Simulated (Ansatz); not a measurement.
`CO[Si]O` + H–F → `CO[Si]F` + H₂O  (ligand exchange at the Si–O bond)

Program: Ansatz. Geometries: PBE0-D4/def2-TZVP. ΔE: electronic, gas phase. CCSD(T)/CBS is the MP2 limit (def2-TZVPP, def2-QZVPP) plus CCSD(T) − MP2 in def2-TZVPP, frozen cores. This one scheme is used for every species. DFT in def2-TZVPP. B3LYP here is the variant with VWN-RPA as its local correlation; programs differ in this. One conformer a species, not always the lowest.

`CO[Si]O`:

```xyz
8

C    -0.749    0.518    0.941
O    -0.027   -0.251    0.004
Si    0.996    0.392   -1.130
O     1.491   -0.991   -1.868
H    -1.819    0.343    0.808
H    -0.554    1.592    0.829
H    -0.468    0.217    1.953
H     1.130   -1.820   -1.536
```

H–F:

```xyz
2

F     0.212    0.063    0.404
H    -0.212   -0.063   -0.404
```

`CO[Si]F`:

Z-matrix (Å, degrees):
```
C
O 1 1.415
H 1 1.092 2 111.5
H 1 1.092 2 108.9 3 120.8
H 1 1.092 2 108.9 3 -120.8
Si 2 1.628 1 132.8 3 0.2
F 6 1.622 2 102.4 1 -0.0
```

H₂O:

Z-matrix (Å, degrees):
```
O
H 1 0.960
H 1 0.960 2 105.1
```

| level | ΔE (kcal/mol) | difference from CCSD(T)/CBS |
| --- | --- | --- |
| LDA (SPW92) | -8.7 | 1.0 |
| revPBE-D4 | -9.3 | 0.4 |
| B97M-V | -10.6 | -0.9 |
| r2SCAN0-D4 | -9.6 | 0.1 |
| CAM-B3LYP-D4 | -10.7 | -1.0 |
| ωB97X-V | -10.3 | -0.6 |
| PBE-QIDH | -9.0 | 0.7 |
| PBE0 | -9.6 | 0.1 |
| B3LYP | -11.0 | -1.3 |
| r2SCAN0 | -9.7 | 0.0 |
| BHLYP | -10.9 | -1.2 |
| HF/def2-TZVPP | -11.0 | -1.3 |
| SCS-MP2/def2-TZVPP | -9.4 | 0.3 |
| CCSD/def2-TZVPP | -9.6 | 0.1 |
| HF/def2-QZVPP | -11.4 | -1.7 |
| HF/CBS(def2) | -11.5 | -1.8 |
| CCSD(T)/CBS | -9.7 | 0 |

Largest T1 diagnostic among the species: 0.014.

In def2-TZVPP, CCSD(T) changes the Hartree–Fock value by +1.8 kcal/mol (the triples alone add +0.3 kcal/mol) and MP2 by +2.3 kcal/mol. Leaving LDA and LC-ωPBE aside and taking each functional with its dispersion term where it has one, the values spread over 1.7 kcal/mol, from CAM-B3LYP-D4 to PBE-QIDH. LDA lies +1.1 kcal/mol from PBE without D4.
